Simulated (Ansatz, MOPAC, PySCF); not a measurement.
Molecule: HSOF2, charge 1, multiplicity 1. SMILES: [OH+]=S(F)F
Geometry from a B3LYP-D3(BJ)/def2-TZVP (Ansatz, a first-principles code) optimisation:
```
S
O 1 1.5191
H 2 0.9855 1 121.15
F 1 1.5367 2 103.80 3 -50.38
F 1 1.5367 2 103.80 3 50.38
```
Charge +1, spin multiplicity 1.

Unscaled harmonic wavenumbers (cm⁻¹) in rising order, each level at the stationary point that it reaches from this structure (no distance between atoms moves by over 0.3 Å); the order of modes can differ between levels, and a negative number is imaginary. B3LYP-D3(BJ)/def2-TZVP (PySCF, at the structure above): 321, 392, 478, 499, 881, 899, 959, 1109, 3544.

PM6 (MOPAC): 199, 273, 336, 437, 579, 608, 667, 1022, 2279. Zero-point energy 9.1 against 13.0 kcal/mol; where all levels lie over 400 cm⁻¹, the wavenumbers are on average 0.745 times those of B3LYP-D3(BJ)/def2-TZVP.

HF/3-21G (Ansatz): 303, 356, 428, 439, 881, 997, 999, 1234, 3620. Zero-point energy 13.2 against 13.0 kcal/mol; where all levels lie over 400 cm⁻¹, the wavenumbers are on average 1.028 times those of B3LYP-D3(BJ)/def2-TZVP.
